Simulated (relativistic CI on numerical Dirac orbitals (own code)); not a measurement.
**Pt+: resonant inelastic scattering at the L2,3 edge**

Computed with this model: Dirac-Coulomb-Breit CI, orbitals from a KLI potential per configuration, model QED, valence Slater integrals scaled by 0.9, Kramers-Heisenberg scattering through one core-hole configuration in a parametric crystal field; configurations [Xe] 4f14 5d9 → [He] 2s2 2p5 3s2 3p6 3d10 4s2 4p6 4d10 4f14 5s2 5p6 5d10; 10 K; core-hole width 5 eV; summed over polarisations. Incident energies are the highest absorption maxima for each field (at most a few, so the weaker spin-orbit partner edge can be absent), on the computed scale of the free ion. Intensities are in per cent of the strongest line above 0.02 eV; levels within 1 cm⁻¹ are merged; final levels count from the ground level, the first row holds all elastic scattering, lines under 0.4 are left out and each table stops after 24 rows. The scale of the Slater integrals is a model choice and moves the terms in proportion.

Field parameters in Wybourne normalisation: D4h B²₀ = −7Ds, B⁴₀ = 21(Dq − Dt), B⁴₄ = 21√(5/14) Dq. The field is a parameter set, without covalency.

S is read from ⟨S²⟩ = S(S + 1).

D4h, 10Dq = 11700, Ds = -1500, Dt = -210 cm⁻¹:

```json
{"Final level (eV)": "0.000", "Degeneracy": "2", "Irrep": "Γ6", "S": "0.50", "11559.5 eV": "135.4"}
{"Final level (eV)": "0.824", "Degeneracy": "2", "Irrep": "Γ7", "S": "0.50", "11559.5 eV": "64.7"}
{"Final level (eV)": "1.685", "Degeneracy": "2", "Irrep": "Γ7", "S": "0.50", "11559.5 eV": "100.0"}
{"Final level (eV)": "2.426", "Degeneracy": "2", "Irrep": "Γ6", "S": "0.50", "11559.5 eV": "56.6"}
{"Final level (eV)": "2.791", "Degeneracy": "2", "Irrep": "Γ7", "S": "0.50", "11559.5 eV": "21.0"}
```

D4h, 10Dq = 11700, Ds = -860, Dt = -210 cm⁻¹:

```
Final level (eV)  Degeneracy  Irrep     S  11559.3 eV
           0.000           2     Γ6  0.50       126.0
           0.523           2     Γ7  0.50        55.7
           1.554           2     Γ7  0.50       100.0
           2.357           2     Γ6  0.50        51.4
           2.524           2     Γ7  0.50        15.2
```

For the first field the strongest loss at the lowest incident energy is the level at 1.68 eV (S = 0.50, against 0.50 in the thermal ground state).
